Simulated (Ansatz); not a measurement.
Gas-phase reaction R1 + R2 + 2 R3 → 3 P1 + P2, each structure at its B3LYP-D3(BJ)/def2-TZVP stationary point, reached from a drawn start (curvature not checked).
P1, H2 (SMILES [H][H]) (charge 0, multiplicity 1):
```xyz
2

H      0.00000     0.00000     0.37199
H      0.00000     0.00000    -0.37199
```
R1, H2O (SMILES O) (charge 0, multiplicity 1):
```csv
atom,x (Å),y (Å),z (Å)
O,0.0000,0.0000,0.3896
H,0.0000,0.7650,-0.1949
H,0.0000,-0.7650,-0.1949
```
R2: HF (SMILES F), charge 0, multiplicity 1.
R3: SiH4 (SMILES [SiH4]), charge 0, multiplicity 1.
P2: FH5OSi2 (SMILES F[SiH2]O[SiH3]), charge 0, multiplicity 1.

P less R. No zero-point or thermal terms. One arrangement of each flexible species, with no search for the lowest.

Programs: Ansatz (Gaussian basis) for Hartree–Fock, density functionals and correlated methods. Each number belongs to the level named beside it.

Task: Give the reaction energy at the level wB97X-V/def2-TZVPP.

Result: -66.1 kcal/mol

Task: Predict the reaction energy from revPBE/def2-TZVPP.

Result: -57.6 kcal/mol

Task: Give the reaction energy at the level BLYP/def2-TZVPP.

Result: -63.9 kcal/mol

Ansatz is an electronic-structure program.
